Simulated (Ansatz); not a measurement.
Computed with Ansatz on PBE0-D4/def2-TZVP structures; ΔE is electronic, products minus reactants. CCSD(T)/CBS adds triple-zeta CCSD(T) − MP2 to the extrapolated MP2 energy (def2 sets, frozen cores). This one scheme is used for every species. DFT in def2-TZVPP. HSE06 is defined as in plane-wave codes. One conformer a species, not always the lowest.

`Cl[Si]Cl` + dimethylamine → `CN(C)[Si]Cl` + HCl  (ligand exchange at the Si–Cl bond)

| level | ΔE (kJ/mol) | difference from CCSD(T)/CBS |
| --- | --- | --- |
| revPBE-D4 | 3.9 | 2.4 |
| BLYP-D4 | 4.5 | 3.0 |
| PBE0-D4 | 6.7 | 5.2 |
| HSE06-D4 | 7.2 | 5.7 |
| B2PLYP | 7.5 | 6.0 |
| BLYP | 18.2 | 16.7 |
| r2SCAN | 6.8 | 5.3 |
| BHLYP | 14.7 | 13.2 |
| SCS-MP2/def2-TZVPP | -1.8 | -3.3 |
| SCS-MP2/def2-QZVPP | 0.4 | -1.1 |
| CCSD(T)/CBS | 1.5 | 0 |

Largest T1 diagnostic among the species: 0.013.

At CCSD(T), def2-SVP lies −7.1 kJ/mol from the extrapolated value and def2-TZVPP −4.1 kJ/mol. Leaving LDA and LC-ωPBE aside and taking each functional with its dispersion term where it has one, the values, not all of them listed here, spread over 6.1 kJ/mol, from CAM-B3LYP-D4 to B97M-V. LDA lies −18.2 kJ/mol from PBE without D4. From BLYP to BHLYP (50 % exact exchange), in def2-TZVPP and without D4, ΔE moves by −3.5 kJ/mol.
